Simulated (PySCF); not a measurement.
# Electron correlation in Ta (tantalum, neutral)

[Xe] 4f14 5d3 6s1 7s1, high-spin 6F determinant (an excited configuration). Computed with PySCF 2.14 in aug-cc-pwCVDZ-PP with ECP60MDF (6s6p5d3f, 70 functions), with a scalar-relativistic core potential. Frozen: 5s2 5p6; 5 electrons correlated.

| level | correlation energy (mhartree) |
| --- | --- |
| CCSD | -37.13 |
| (T) | -0.56 |
| CCSD(T) | -37.69 |

Diagnostics: T1 = 0.011, D1 = 0.0326, largest double amplitude 0.045.

Spin-orbit coupling, absent here, splits the open shell strongly. The outer electron is Rydberg-like, and this basis confines it to a smaller radius and binds it less than a complete one would.

Cost of the coupled-cluster step: roughly 8 core-seconds, for 5 correlated electrons.
